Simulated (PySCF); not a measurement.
PySCF job for Ga(F)2(OSiH3) (F₂GaH₃OSi), SMILES [F][Ga]([F])[O][SiH3], B3LYP-D3(BJ)/def2-SVP. Coordinates come from a B3LYP-D3(BJ)/def2-SVP optimisation. The structure was generated by enumeration; whether it is a known compound was not checked. The values are those of a single conformer.

```python
import numpy as np
from pyscf import gto, scf, dft, df
from pyscf.hessian import thermo

mol = gto.M(
    atom='''
    Ga   -0.01423031    0.73009153    0.00000000
    F    -1.12829025    2.06247369   -0.00000000
    F     1.68844609    1.09754786   -0.00000000
    O    -0.60257544   -0.92191348    0.00000000
    Si   -0.01602334   -2.48761795   -0.00000000
    H     0.81458824   -2.73191948   -1.21433181
    H    -1.18450938   -3.40723326    0.00000000
    H     0.81458823   -2.73191949    1.21433182
    ''',
    basis='def2-SVP',
    charge=0,
    spin=0,
    max_memory=1600,
    verbose=3,
)
mf = dft.RKS(mol, xc='b3lyp').density_fit(auxbasis='def2-universal-jkfit')
mf.disp = 'd3bj'
mf.grids.level = 3
mf.conv_tol = 1e-11
mf.max_cycle = 100
mf.kernel()

# [left out here: the lines that compute and print the analytic Hessian (its translational invariance restored by hand, since the grid's response is missing), thermochemistry and intensities]
```

Output:

```
converged SCF energy = -2490.72020639264

WARN: DFTD3 does not support analytical Hessian, using finite difference


WARN: Mole.unit (angstrom) is changed to Bohr

Mode                                 0                   1                   2
Irrep
Freq [cm^-1]                       26.5088             61.2281             63.4783
Reduced mass [au]                   1.0905              5.4681              7.2132
Force const [Dyne/A]                0.0005              0.0121              0.0171
Char temp [K]                      38.1402             88.0935             91.3312
Normal mode                   x     y     z       x     y     z       x     y     z
       0  Ga                 0.00  0.00 -0.00   -0.00 -0.00 -0.02    0.03  0.01 -0.00
       1   F                -0.00 -0.00  0.04    0.00  0.00  0.10   -0.05 -0.06  0.00
       2   F                 0.00  0.00 -0.05   -0.00 -0.00  0.02    0.00  0.13  0.00
       3   O                 0.00 -0.00 -0.01   -0.00  0.00 -0.18    0.08 -0.00 -0.00
       4  Si                -0.00 -0.00  0.02    0.00  0.00  0.06   -0.08 -0.06  0.00
       5   H                 0.46  0.14  0.30   -0.01 -0.19  0.09   -0.11 -0.15 -0.00
       6   H                -0.00  0.00 -0.53    0.00 -0.00  0.22   -0.17  0.06  0.00
       7   H                -0.46 -0.14  0.30    0.01  0.19  0.09   -0.11 -0.15  0.00
Mode                                 3                   4                   5
Irrep
Freq [cm^-1]                      183.6153            198.5888            202.9448
Reduced mass [au]                  17.1653             19.0708             11.2963
Force const [Dyne/A]                0.3410              0.4431              0.2741
Char temp [K]                     264.1816            285.7250            291.9924
Normal mode                   x     y     z       x     y     z       x     y     z
       0  Ga                -0.03 -0.02 -0.00   -0.00  0.00 -0.08    0.03 -0.05 -0.00
       1   F                 0.12  0.12  0.00   -0.00  0.00  0.09    0.04 -0.04  0.00
       2   F                -0.05  0.08  0.00    0.00 -0.00  0.10   -0.01  0.12  0.00
       3   O                 0.04 -0.04  0.00    0.00 -0.00  0.11   -0.14  0.01  0.00
       4  Si                 0.01 -0.06  0.00    0.00 -0.00  0.01   -0.01  0.06 -0.00
       5   H                 0.01 -0.07 -0.00   -0.02  0.08 -0.02    0.02  0.14  0.00
       6   H                -0.01 -0.03 -0.00   -0.00  0.00 -0.04    0.07 -0.04 -0.00
       7   H                 0.01 -0.07  0.00    0.02 -0.08 -0.02    0.02  0.14 -0.00
Mode                                 6                   7                   8
Irrep
Freq [cm^-1]                      509.7447            707.0308            728.0621
Reduced mass [au]                   7.6179              9.3072              1.1882
Force const [Dyne/A]                1.1662              2.7412              0.3711
Char temp [K]                     733.4091           1017.2599           1047.5192
Normal mode                   x     y     z       x     y     z       x     y     z
       0  Ga                -0.02 -0.04  0.00   -0.02 -0.04  0.00    0.00  0.00  0.00
       1   F                 0.04 -0.04  0.00   -0.08  0.10  0.00    0.00 -0.00 -0.00
       2   F                -0.05 -0.01 -0.00    0.15  0.03 -0.00   -0.00 -0.00 -0.00
       3   O                 0.14  0.05 -0.00    0.01 -0.00 -0.00   -0.00  0.00 -0.07
       4  Si                -0.02  0.10  0.00    0.01  0.02  0.00    0.00 -0.00  0.06
       5   H                -0.05  0.01 -0.00   -0.02 -0.06 -0.00   -0.18  0.58 -0.19
       6   H                -0.14  0.26  0.00   -0.13  0.20 -0.00   -0.00  0.00 -0.14
       7   H                -0.05  0.01  0.00   -0.02 -0.06  0.00    0.18 -0.58 -0.19
Mode                                 9                  10                  11
Irrep
Freq [cm^-1]                      733.8640            755.4138            955.7080
Reduced mass [au]                   1.3306             19.4761              1.0512
Force const [Dyne/A]                0.4222              6.5482              0.5657
Char temp [K]                    1055.8670           1086.8723           1375.0510
Normal mode                   x     y     z       x     y     z       x     y     z
       0  Ga                -0.00 -0.01  0.00   -0.06  0.02  0.00    0.00 -0.00 -0.00
       1   F                -0.03  0.04 -0.00    0.09 -0.11 -0.00   -0.00  0.00  0.00
       2   F                 0.02  0.00 -0.00    0.12  0.03 -0.00    0.00  0.00  0.00
       3   O                 0.08 -0.00 -0.00    0.01  0.00 -0.00   -0.00 -0.00  0.00
       4  Si                -0.06  0.00  0.00   -0.01 -0.00  0.00    0.00  0.00 -0.04
       5   H                 0.03  0.38 -0.02   -0.00  0.04 -0.01    0.29  0.28  0.13
       6   H                 0.38 -0.55 -0.00    0.05 -0.07 -0.00    0.00 -0.00  0.77
       7   H                 0.03  0.38  0.02   -0.00  0.04  0.01   -0.29 -0.28  0.13
Mode                                12                  13                  14
Irrep
Freq [cm^-1]                      958.5919            993.8218           1027.9531
Reduced mass [au]                   1.0533              1.6669              2.6825
Force const [Dyne/A]                0.5703              0.9700              1.6701
Char temp [K]                    1379.2003           1429.8884           1478.9956
Normal mode                   x     y     z       x     y     z       x     y     z
       0  Ga                -0.00  0.00 -0.00    0.00  0.01  0.00    0.01  0.02 -0.00
       1   F                 0.00 -0.00 -0.00   -0.00  0.01  0.00    0.00 -0.00 -0.00
       2   F                 0.00 -0.00  0.00    0.01  0.00  0.00   -0.00 -0.00  0.00
       3   O                 0.01 -0.01  0.00    0.01 -0.11  0.00    0.01 -0.19 -0.00
       4  Si                -0.04 -0.01 -0.00   -0.03  0.08  0.00   -0.01  0.03 -0.00
       5   H                 0.55  0.10  0.37    0.05 -0.43  0.14   -0.09  0.29 -0.11
       6   H                -0.16  0.18  0.00    0.27 -0.30 -0.00   -0.21  0.28  0.00
       7   H                 0.55  0.10 -0.37    0.05 -0.43 -0.14   -0.09  0.29  0.11
Mode                                15                  16                  17
Irrep
Freq [cm^-1]                     2223.8173           2224.7104           2249.5591
Reduced mass [au]                   1.0516              1.0290              1.0409
Force const [Dyne/A]                3.0640              3.0007              3.1035
Char temp [K]                    3199.5779           3200.8629           3236.6146
Normal mode                   x     y     z       x     y     z       x     y     z
       0  Ga                -0.00 -0.00 -0.00    0.00  0.00 -0.00    0.00  0.00 -0.00
       1   F                -0.00  0.00  0.00    0.00 -0.00  0.00    0.00 -0.00  0.00
       2   F                 0.00  0.00  0.00   -0.00 -0.00  0.00   -0.00 -0.00 -0.00
       3   O                -0.00  0.00  0.00    0.00 -0.00  0.00    0.00 -0.00 -0.00
       4  Si                -0.00  0.00 -0.04    0.03 -0.01 -0.00   -0.03 -0.02 -0.00
       5   H                -0.39  0.11  0.56   -0.38  0.11  0.57   -0.01 -0.00 -0.01
       6   H                -0.00 -0.00 -0.02    0.01  0.01 -0.00    0.77  0.60 -0.00
       7   H                 0.39 -0.11  0.56   -0.38  0.11 -0.57   -0.01 -0.00  0.01
temperature 298.1500 [K]
pressure 101325.00 [Pa]
Rotational constants [GHz] 5.62141 1.41948 1.14862
Symmetry number 1
Zero-point energy (ZPE) 0.03373 [Eh]   88551.417 [J/mol]
                           tot       elec      trans        rot        vib
Entropy [J/mol/K]       386.937      0.000    171.632    116.952     98.353
Cv [J/mol/K]             97.667      0.000     12.472     12.472     72.724
Cp [J/mol/K]            105.982      0.000     20.786     12.472     72.724
Internal energy [J/mol]                      3718.434   3718.434 101649.028
Internal energy [Eh]   -2490.67866  -2490.72021
Enthalpy [J/mol]                             6197.391   3718.434 101649.028
Enthalpy [Eh]          -2490.67771
Gibbs free energy [J/mol]                  -44974.688 -31150.831  72325.199
Gibbs free energy [Eh] -2490.72165
static polarisability / bohr^3: [[42.5    1.059  0.   ]
 [ 1.062 53.997 -0.   ]
 [ 0.    -0.    37.413]]
largest difference of analytic and finite-field dipole derivatives / e: 0.0016590911816614096
mode   freq/cm-1   IR/(km/mol)   Raman/(A^4/amu)   depolarisation
   1       26.51         0.000             0.005            0.750
   2       61.23         0.000             0.341            0.750
   3       63.48         0.657             0.153            0.472
   4      183.62        29.367             0.907            0.687
   5      198.59        47.255             0.345            0.750
   6      202.94        27.771             1.359            0.675
   7      509.74         6.697            16.088            0.174
   8      707.03        43.750             5.768            0.182
   9      728.06        59.092            10.485            0.750
  10      733.86        57.661             6.481            0.565
  11      755.41        82.282             2.642            0.699
  12      955.71        83.053            25.858            0.750
  13      958.59        80.063            21.333            0.741
  14      993.82       638.674            10.528            0.749
  15     1027.95        70.052             7.251            0.741
  16     2223.82       150.871            73.945            0.750
  17     2224.71        88.575           169.074            0.093
  18     2249.56       118.475           156.343            0.239
max |gradient| / (hartree/bohr): 0.00027095637601950653
APT charges: [ 1.7223 -0.5917 -0.5867 -1.1813  1.4987 -0.2903 -0.2807 -0.2903]
```

Self-consistency was reached.

Cost: roughly 4 core-minutes.
